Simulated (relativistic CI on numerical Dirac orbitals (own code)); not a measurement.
Calculated at this level of theory: Dirac-Coulomb-Breit CI, orbitals from a KLI potential per configuration, QED by a radiative potential, unscaled Slater integrals (own radial code, finite nucleus).

The strongest absorption lines from the ground level of an ion, among the configurations computed and to levels below about 1520 eV (vacuum wavelength in Å, gf): 11.258 (0.13), 11.310 (0.047), 14.598 (0.0051), 15.044 (0.0085), 15.672 (0.36), 15.849 (0.19), 121.29 (0.54), 198.01 (0.027).

**Question.** Which ion is it?
A. Nb³¹⁺
B. Sr²⁶⁺
C. Nb²⁹⁺
D. Br²³⁺

**Answer.** C. Nb²⁹⁺ has 12 electrons and the ground level 3s² ¹S0; the strongest line goes to 3s3p ¹P°1. The pattern of lines fixes the number of electrons, and along that sequence the line energies rise steadily with the charge (about as its square where n changes within one kind of shell, about linearly where n is kept but much faster in heavy ions where fine structure, which grows about as Z⁴, sets the gap, and irregularly where shells cross), which fixes Z. Configurations outside the model, such as inner-shell arrays, can give stronger lines. At this charge energies of transitions that change n are usually good to better than 1 %, and those within a shell (Δn = 0) to a few per cent.

LS names give the leading component of a level, which can be under half, so a name can repeat, a term be missing and a line seem to break the LS rules.
